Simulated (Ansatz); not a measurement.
Reaction (ligand exchange at the Si–S bond): `O[SiH2]S[Si](O)(O)O` + HCl → `O[Si](O)(O)Cl` + `O[SiH2]S`

Gas-phase electronic energies from Ansatz, PBE0-D4/def2-TZVP geometries. CCSD(T)/CBS adds triple-zeta CCSD(T) − MP2 to the extrapolated MP2 energy (def2 sets, frozen cores). This one scheme is used for every species. Each species was taken in one conformer, which may not be the lowest.

```json
{"species": "`O[SiH2]S[Si](O)(O)O`", "CCSD(T)/CBS(def2) energy (Eh)": "-1280.52555"}
{"species": "HCl", "CCSD(T)/CBS(def2) energy (Eh)": "-460.38127"}
{"species": "`O[Si](O)(O)Cl`", "CCSD(T)/CBS(def2) energy (Eh)": "-976.41087"}
{"species": "`O[SiH2]S`", "CCSD(T)/CBS(def2) energy (Eh)": "-764.50758"}
```

Q: Work out ΔE.

A: ΔE = (-976.41087) + (-764.50758) − (-1280.52555) − (-460.38127) = -0.01163 Eh = -30.5 kJ/mol.

Largest T1 diagnostic among the species: 0.012.

In def2-TZVPP, CCSD(T) changes the Hartree–Fock value by +28.7 kJ/mol (the triples alone add +5.2 kJ/mol) and MP2 by +29.6 kJ/mol. The D4 term adds +16.2 kJ/mol with B3LYP and +9.1 kJ/mol with PBE0; it sums over pairs of atoms, weighted by their polarisabilities, and B3LYP, whose exchange is more repulsive, gets the larger term.

B3LYP here is the variant with VWN-RPA as its local correlation; programs differ in this.
